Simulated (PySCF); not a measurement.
Sn(OH)3(OSiH3) (H6O4SiSn), SMILES [O]([Sn]([OH])([OH])[OH])[SiH3].

The structure is a stationary point at PBE-D3(BJ)/def2-SVP. The def2 effective core potentials stand for the cores of Sn; spin–orbit coupling is left out. The values are those of a single conformer.

The numbers are results of PBE-D3(BJ)/def2-SVP run with PySCF, not measurements.

Frequencies are harmonic and unscaled.

```json
[
 {"mode": "1", "ν (cm⁻¹)": "34", "IR (km/mol)": "0.0", "moving atoms (share of kinetic energy)": "O 58 %, Si 22 %, H 17 %"},
 {"mode": "2", "ν (cm⁻¹)": "64", "IR (km/mol)": "6.8", "moving atoms (share of kinetic energy)": "O 53 %, Si 26 %, H 15 %"},
 {"mode": "3", "ν (cm⁻¹)": "73", "IR (km/mol)": "4.8", "moving atoms (share of kinetic energy)": "H 92 %"},
 {"mode": "4", "ν (cm⁻¹)": "91", "IR (km/mol)": "60.7", "moving atoms (share of kinetic energy)": "H 50 %, O 41 %"},
 {"mode": "5", "ν (cm⁻¹)": "122", "IR (km/mol)": "1.4", "moving atoms (share of kinetic energy)": "O 74 %, H 26 %"},
 {"mode": "6", "ν (cm⁻¹)": "146", "IR (km/mol)": "0.9", "moving atoms (share of kinetic energy)": "H 51 %, O 43 %"},
 {"mode": "7", "ν (cm⁻¹)": "150", "IR (km/mol)": "24.4", "moving atoms (share of kinetic energy)": "O 56 %, H 33 %, Sn 9 %"},
 {"mode": "8", "ν (cm⁻¹)": "170", "IR (km/mol)": "22.6", "moving atoms (share of kinetic energy)": "O 70 %, Sn 20 %, H 9 %"},
 {"mode": "9", "ν (cm⁻¹)": "185", "IR (km/mol)": "53.1", "moving atoms (share of kinetic energy)": "H 66 %, O 30 %"},
 {"mode": "10", "ν (cm⁻¹)": "189", "IR (km/mol)": "27.2", "moving atoms (share of kinetic energy)": "O 46 %, Sn 23 %, Si 17 %, H 14 %"},
 {"mode": "11", "ν (cm⁻¹)": "237", "IR (km/mol)": "117.0", "moving atoms (share of kinetic energy)": "H 75 %, O 22 %"},
 {"mode": "12", "ν (cm⁻¹)": "470", "IR (km/mol)": "19.5", "moving atoms (share of kinetic energy)": "O 57 %, Si 19 %, Sn 13 %, H 12 %"},
 {"mode": "13", "ν (cm⁻¹)": "581", "IR (km/mol)": "41.6", "moving atoms (share of kinetic energy)": "O 92 %"},
 {"mode": "14", "ν (cm⁻¹)": "613", "IR (km/mol)": "66.0", "moving atoms (share of kinetic energy)": "O 83 %, Sn 15 %"},
 {"mode": "15", "ν (cm⁻¹)": "618", "IR (km/mol)": "70.0", "moving atoms (share of kinetic energy)": "O 82 %, Sn 17 %"},
 {"mode": "16", "ν (cm⁻¹)": "692", "IR (km/mol)": "47.4", "moving atoms (share of kinetic energy)": "H 84 %, Si 9 %"},
 {"mode": "17", "ν (cm⁻¹)": "704", "IR (km/mol)": "53.3", "moving atoms (share of kinetic energy)": "H 77 %, O 13 %, Si 10 %"},
 {"mode": "18", "ν (cm⁻¹)": "857", "IR (km/mol)": "61.2", "moving atoms (share of kinetic energy)": "H 92 %"},
 {"mode": "19", "ν (cm⁻¹)": "874", "IR (km/mol)": "295.0", "moving atoms (share of kinetic energy)": "H 83 %, O 13 %"},
 {"mode": "20", "ν (cm⁻¹)": "875", "IR (km/mol)": "118.5", "moving atoms (share of kinetic energy)": "H 90 %, O 9 %"},
 {"mode": "21", "ν (cm⁻¹)": "909", "IR (km/mol)": "108.8", "moving atoms (share of kinetic energy)": "H 56 %, O 33 %, Si 11 %"},
 {"mode": "22", "ν (cm⁻¹)": "911", "IR (km/mol)": "156.6", "moving atoms (share of kinetic energy)": "H 56 %, O 32 %, Si 12 %"},
 {"mode": "23", "ν (cm⁻¹)": "917", "IR (km/mol)": "94.5", "moving atoms (share of kinetic energy)": "H 94 %"},
 {"mode": "24", "ν (cm⁻¹)": "962", "IR (km/mol)": "189.0", "moving atoms (share of kinetic energy)": "H 92 %"},
 {"mode": "25", "ν (cm⁻¹)": "2151", "IR (km/mol)": "96.6", "moving atoms (share of kinetic energy)": "H 97 %"},
 {"mode": "26", "ν (cm⁻¹)": "2158", "IR (km/mol)": "124.4", "moving atoms (share of kinetic energy)": "H 96 %"},
 {"mode": "27", "ν (cm⁻¹)": "2174", "IR (km/mol)": "132.2", "moving atoms (share of kinetic energy)": "H 96 %"},
 {"mode": "28", "ν (cm⁻¹)": "3688", "IR (km/mol)": "72.5", "moving atoms (share of kinetic energy)": "H 94 %"},
 {"mode": "29", "ν (cm⁻¹)": "3695", "IR (km/mol)": "78.9", "moving atoms (share of kinetic energy)": "H 94 %"},
 {"mode": "30", "ν (cm⁻¹)": "3696", "IR (km/mol)": "51.3", "moving atoms (share of kinetic energy)": "H 94 %"}
]
```
